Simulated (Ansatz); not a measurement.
C$_{2}$H$_{8}$ClGeNSi (`C=C[N]([GeH3])[SiH2]Cl`), relaxed with RKS PBE0-D4/def2-TZVP in Ansatz 0.2.0 from a GFN2-xTB geometry. The force threshold is 0.005 eV/Å; the program also tests the step.

Charge 0, multiplicity 1.

Start:

```xyz
14

C     0.407   -0.138    2.184
C     0.858    0.230    0.994
N     0.163    0.116   -0.205
Ge   -1.694   -0.042   -0.220
Si    1.051    0.090   -1.686
Cl   -0.199   -0.833   -2.962
H     1.007   -0.012    3.066
H    -0.564   -0.591    2.308
H     1.854    0.643    0.889
H    -2.073   -1.491   -0.216
H    -2.183    0.653    1.012
H    -2.206    0.656   -1.435
H     1.320    1.437   -2.191
H     2.258   -0.717   -1.537
```

How much energy does the relaxation release, and in how many steps? (Best estimate.)

The calculation gave: 7.20 kcal/mol, in 18 steps.

Which bonds change most? (An estimate is asked.)

Ansatz gave: Si5–Cl6 from 2.011 to 2.063 Å; Ge4–H12 from 1.492 to 1.532 Å; Ge4–H11 from 1.496 to 1.535 Å; Ge4–H10 from 1.498 to 1.535 Å.

Give the relaxed structure. (Best estimate.)

Ansatz gave: 
```xyz
14

C     0.367   -0.427    2.141
C     0.863   -0.172    0.932
N     0.149    0.165   -0.217
Ge   -1.710    0.272   -0.114
Si    0.959    0.253   -1.727
Cl    0.991   -1.553   -2.723
H     1.038   -0.658    2.957
H    -0.694   -0.417    2.362
H     1.942   -0.210    0.790
H    -2.275   -1.080    0.339
H    -2.077    1.374    0.889
H    -2.166    0.622   -1.535
H     0.244    1.199   -2.608
H     2.369    0.630   -1.485
```
